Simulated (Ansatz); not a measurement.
[Eu(H2O)6]3+ (EuO₆H₁₂³⁺), relaxed as a septet with UKS r2SCAN-D4/def2-SVP in Ansatz, starting from the GFN2-xTB geometry. Force threshold 0.03 eV/Å.

In the def2 sets Eu takes a core potential; there is no spin–orbit coupling. With an open 4f shell the SCF may have ended on a state above the lowest. The relaxation made no stability test and no search for a lower SCF solution. No other spin state of charge 3 was run.

Start:

```xyz
19

Eu    0.005   -0.002    0.002
O    -1.739   -1.259   -0.974
H    -2.629   -1.460   -0.617
H    -1.760   -1.705   -1.846
O     1.743    1.259    0.980
H     1.769    1.697    1.856
H     2.624    1.477    0.612
O     0.860   -1.968    0.984
H     0.514   -2.883    0.935
H     1.654   -2.076    1.548
O    -0.855    1.967   -0.980
H    -1.638    2.075   -1.559
H    -0.518    2.885   -0.915
O    -1.331    0.365    1.915
H    -1.950    1.101    2.101
H    -1.412   -0.184    2.723
O     1.324   -0.368   -1.921
H     1.389    0.174   -2.735
H     1.952   -1.097   -2.107
```

(1) Estimate the energy that the relaxation releases and the steps that it takes.

(2) Does the start keep its bonding?

(3) Predict the relaxed structure.

Results:

(1) 3.0 kJ/mol, in 5 steps; 82 s on 4 threads of Arm Neoverse V2 on a shared host. No frequencies were taken in this run, so the end may be a saddle point.

(2) By distances, no bond broke or formed. The bond that changes most is Eu1–O8, from 2.36 to 2.38 Å (atoms count from 1).

(3) 
```csv
atom,x (Å),y (Å),z (Å)
Eu1,0.0038,-0.0007,0.0006
O2,-1.7453,-1.2768,-1.0004
H3,-2.6085,-1.5168,-0.6049
H4,-1.7543,-1.7205,-1.8729
O5,1.7497,1.2775,1.0048
H6,1.7569,1.7198,1.8781
H7,2.6102,1.5260,0.6086
O8,0.8536,-1.9983,0.9879
H9,0.4991,-2.9086,0.9247
H10,1.6157,-2.0850,1.5970
O11,-0.8492,1.9980,-0.9831
H12,-1.6096,2.0839,-1.5941
H13,-0.4968,2.9089,-0.9173
O14,-1.3362,0.3555,1.9416
H15,-1.9182,1.1201,2.1304
H16,-1.3951,-0.1907,2.7519
O17,1.3295,-0.3586,-1.9499
H18,1.3818,0.1876,-2.7607
H19,1.9131,-1.1214,-2.1422
```
Bond lengths: 6 × Eu–O 2.38 to 2.39 Å; 12 × H–O 0.98 Å.
